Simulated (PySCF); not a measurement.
This PySCF input asks for the NMR shieldings of SMILES BC#C/C=C(/C)C=C, C₇H₉B; the geometry comes from GFN2-xTB.

```python
import basis_set_exchange as bse
import numpy as np
from pyscf import gto, dft
from pyscf.prop import nmr

atoms = """
B     3.894615    1.162240    0.505368
C     2.641592    0.359504    0.549543
C     1.609011   -0.285242    0.581062
C     0.442396   -1.055566    0.634610
C    -0.780950   -0.617585    0.256696
C    -1.973208   -1.515895    0.358100
C    -0.956836    0.728680   -0.250393
C    -2.110373    1.259998   -0.648566
H     4.893001    0.704755    0.913502
H     3.871827    2.247466    0.063551
H     0.560695   -2.065562    1.011661
H    -2.426960   -1.654541   -0.622651
H    -2.723120   -1.075178    1.014215
H    -1.695543   -2.490003    0.753113
H    -0.051004    1.320161   -0.294519
H    -2.161381    2.270747   -1.015755
H    -3.040761    0.718050   -0.626168
"""
names = dict.fromkeys(["B", "C", "H"], "pcSseg-1")
basis = {el: gto.basis.parse(bse.get_basis(n, elements=[el], fmt="nwchem")) for el, n in names.items()}
mol = gto.M(atom=atoms, basis=basis, charge=0, verbose=0)
mf = dft.RKS(mol, xc="PBE0")
mf.grids.level = 2
mf.grids.alignment = dft.numint.BLKSIZE   # the property module wants whole blocks of grid points
mf.conv_tol = 1e-9
mf.kernel()

calc = nmr.RKS(mf)   # GIAO
C = mf.mo_coeff
Co = C[:, mf.mo_occ > 0]
resp = mf.gen_response(singlet=True, hermi=2)
def vind(x):   # induced exchange potential for any number of trial vectors
    d = np.einsum("pi,xij,qj->xpq", C, 2 * x.reshape(-1, C.shape[1], Co.shape[1]), Co, optimize=True)
    return np.einsum("xpq,pi,qj->xij", resp(d - d.transpose(0, 2, 1)), C, Co, optimize=True).ravel()
mo1, _ = nmr.rhf.solve_mo1(calc, with_cphf=vind)
sigma = calc.kernel(mo1)
for i, s in enumerate(sigma):   # ppm
    print("%2d %-2s %9.2f" % (i, mol.atom_pure_symbol(i), np.trace(s) / 3))
```

Question: What does it print?

Answer: 
```
 0 B      38.28
 1 C      65.05
 2 C      37.91
 3 C      69.62
 4 C      20.73
 5 C     164.93
 6 C      42.82
 7 C      59.09
 8 H      25.05
 9 H      25.00
10 H      25.50
11 H      29.50
12 H      29.50
13 H      29.72
14 H      23.85
15 H      25.80
16 H      25.86
```

These numbers come from an equivalent density-fitted implementation of the same equations, which agrees with the script to about 0.01 ppm for H and up to a few tenths of a ppm for heavy atoms, so last digits may differ.

Size and cost of the density-fitted run: 181 basis functions, 39 s wall time on 1 thread of an Arm Neoverse V1, shared host; peak memory 0.81 GiB.
